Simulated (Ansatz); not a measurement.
Cost and result up the ladder for B(H2S)Cl3 (BH2SCl3) (7 atoms). Charge 0, multiplicity 1. Geometry: PBE0-D4/def2-SVP.

| atom | x (Å) | y (Å) | z (Å) |
| --- | --- | --- | --- |
| B1 | -0.125 | -0.166 | -0.835 |
| S2 | -0.296 | -0.166 | 1.318 |
| H3 | 1.012 | -0.312 | 1.633 |
| H4 | -0.277 | 1.170 | 1.531 |
| Cl5 | 0.231 | -1.904 | -1.148 |
| Cl6 | 1.222 | 0.977 | -1.192 |
| Cl7 | -1.767 | 0.402 | -1.308 |

Ansatz on 4 threads of Arm Neoverse V1 on a shared host. Times are rough, and most runs start from the orbitals of an earlier one. ωB97M-V/def2-TZVP serves as the yardstick here, not as an exact answer. Differences are given only for rows in sets of like size (and for xTB, whose basis is part of the method), since another set adds its own error. Binding counts from free atoms at the same level (B doublet, S triplet, H doublet, Cl doublet; other spins of the atoms weren't run), without zero-point energy or a counterpoise term.

B3LYP takes the VWN-RPA correlation. HSE06 is defined as in plane-wave codes, on full-range PBE exchange. Correlated methods freeze 21 core orbitals.

Correlated methods converge slowly with the basis.

```csv
level,functions,wall time,binding energy per atom (eV),difference from ωB97M-V/def2-TZVP (eV)
PBE-D4/def2-SVP,96,0.85 s,3.29,–
PBE0-D4/def2-SVP,96,1.1 s,3.22,–
PBE-D4/def2-TZVP,191,1.6 s,3.25,0.06
HF/def2-TZVP,191,1.7 s,2.25,-0.94
MP2/def2-TZVP,191,1.9 s,3.13,-0.05
PBE0-D4/def2-TZVP,191,2.4 s,3.19,0.00
B3LYP-D4/def2-TZVP,191,2.5 s,3.11,-0.08
HSE06-D4/def2-TZVP,191,2.7 s,3.19,0.00
CAM-B3LYP-D4/def2-TZVP,191,2.9 s,3.11,-0.08
r2SCAN-D4/def2-TZVP (with forces),191,4.2 s,3.20,0.01
r2SCAN0-D4/def2-TZVP,191,4.7 s,3.14,-0.05
ωB97X-V/def2-TZVP,191,6.5 s,3.16,-0.03
ωB97M-V/def2-TZVP,191,7.5 s,3.19,0.00
CCSD(T)/def2-TZVPP,227,90 s,3.04,-0.15
```
